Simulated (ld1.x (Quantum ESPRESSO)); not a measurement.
# Zn (Z = 30): variants of one ultrasoft potential

Base potential:

* Element: zinc
* Generator: ld1.x (Quantum ESPRESSO) 7.5
* Type: ultrasoft
* Functional: LDA (PZ)
* Relativity: scalar-relativistic
* Frozen core: [Ar]
* Valence charge: 12
* Reference configuration: 3d10 4s1.5 4p0 (charge +0.5)
* Partial waves: 4s (bound): rcut 1.75, rcutus 2.05 bohr; 4s channel at 2.5 Ry: rcut 1.75, rcutus 2.05 bohr; 4p (bound, empty): rcut 2.65, rcutus 3.20 bohr; 4p channel at 1.85 Ry: rcut 2.65, rcutus 3.20 bohr; 3d (bound): rcut 0.90, rcutus 1.10 bohr; 3d channel at -0.65 Ry: rcut 0.90, rcutus 1.10 bohr
* Local potential: all-electron potential smoothed inside 0.90 bohr (lloc = -1)
* Core correction: none
* Augmentation charge: PSQ, radius 0.75 bohr

All-electron outer shells of the reference configuration (LDA (PZ), scalar-relativistic, ld1.x):

```
shell  level (eV)  outermost node (bohr)  outermost maximum (bohr)
   3p      -87.93                   0.25                      0.59
   3d      -15.06                      –                      0.56
   4s      -10.14                   0.85                      2.04
   4p       -4.42                   0.92                      2.71
```

Cutoffs, loose and tight: the cutoffs (Ry, on a coarse ladder) from which the occupation-weighted sum of valence levels, in a spherical-Bessel basis at the reference potential, stays within 10 and 1 mRy of its value at 400 Ry. They do not see the model core or the augmentation charge, which bear on the density cutoff. Test errors are all-electron minus pseudo excitation energies from the reference, over the configurations 3d10 4s2 4p0; 3d10 4s1 4p0; 3d10 4s0 4p0; 3d9 4s0 4p0; 3d10 4s0 4p2; 3d10 4s1 4p1; 3d9 4s2 4p0 (two spin-polarised tests are not counted in the largest error). A dash means not determined; rows that change the core or the reference have their own tests. The largest error is taken over the tests solved by every variant that gives reliable tests at all: 3d10 4s0 4p0; 3d10 4s0 4p2; 3d10 4s1 4p0; 3d10 4s1 4p1; 3d10 4s2 4p0; 3d9 4s0 4p0.

A true bound ghost makes a file unfit for plane-wave use even where its test errors are small: the radial tests pick states by their node count and pass the ghost by.

Cutoffs are not given where the Bessel-basis levels miss the radial ones by over 6 mRy, ghosts where they miss by over 20 mRy; a channel whose overlap is not positive is not tested.

A file whose overlap is not positive is unfit for use, and its test errors describe a broken file.

| change | outcome | bound ghosts | largest test error (meV) |
| --- | --- | --- | --- |
| base | generated, overlap not positive | s (p not tested, overlap not positive) | -23 |
| waves 3d (bound): rcut 0.66, rcutus 0.70 bohr; 3d channel at -0.65 Ry: rcut 0.66, rcutus 0.70 bohr | failed: compute_q_3bess: problem with the q_i coefficients | – | – |
| waves 3d (bound): rcut 0.76, rcutus 0.80 bohr; 3d channel at -0.65 Ry: rcut 0.76, rcutus 0.80 bohr | generated, overlap not positive | s (p not tested, overlap not positive) | -39 |
| waves 3d (bound): rcut 0.88, rcutus 0.94 bohr; 3d channel at -0.65 Ry: rcut 0.88, rcutus 0.94 bohr | generated, overlap not positive | s (p not tested, overlap not positive) | -20 |
| waves 3d (bound): rcut 0.90, rcutus 1.04 bohr; 3d channel at -0.65 Ry: rcut 0.90, rcutus 1.04 bohr | generated, overlap not positive | s (p not tested, overlap not positive) | -22 |
| waves 3d (bound): rcut 0.90, rcutus 1.12 bohr; 3d channel at -0.65 Ry: rcut 0.90, rcutus 1.12 bohr | generated, overlap not positive | s (p not tested, overlap not positive) | -24 |
| waves 3d (bound): rcut 0.90, rcutus 1.22 bohr; 3d channel at -0.65 Ry: rcut 0.90, rcutus 1.22 bohr | generated, overlap not positive | s (p not tested, overlap not positive) | -27 |
| waves 3d (bound): rcut 0.90, rcutus 1.44 bohr; 3d channel at -0.65 Ry: rcut 0.90, rcutus 1.44 bohr | generated, overlap not positive | s (p not tested, overlap not positive) | -35 |
| waves 3d (bound): rcut 0.90, rcutus 1.58 bohr; 3d channel at -0.65 Ry: rcut 0.90, rcutus 1.58 bohr | generated, overlap not positive | s (p not tested, overlap not positive) | -42 |
| waves 3d (bound): rcut 0.90, rcutus 1.62 bohr; 3d channel at -0.65 Ry: rcut 0.90, rcutus 1.62 bohr | generated, overlap not positive | s (p not tested, overlap not positive) | -45 |

Task: What comes out with this change to the base: waves 3d (bound): rcut 0.90, rcutus 1.32 bohr; 3d channel at -0.65 Ry: rcut 0.90, rcutus 1.32 bohr?

Result: outcome: generated, overlap not positive; bound ghosts: s (p not tested, overlap not positive); largest test error (meV): -30. A file whose overlap is not positive is unfit for use, and its test errors describe a broken file.

Reading the sweep of the d radius (base included, trends over the rows without a ghost): Bound ghosts are found at 0.8, 0.94, 1.04, 1.1, 1.12, 1.22, 1.32, 1.44, 1.58, 1.62 bohr. Every judged row has one, so this setting neither creates nor removes them. The generation fails at 0.7 bohr.
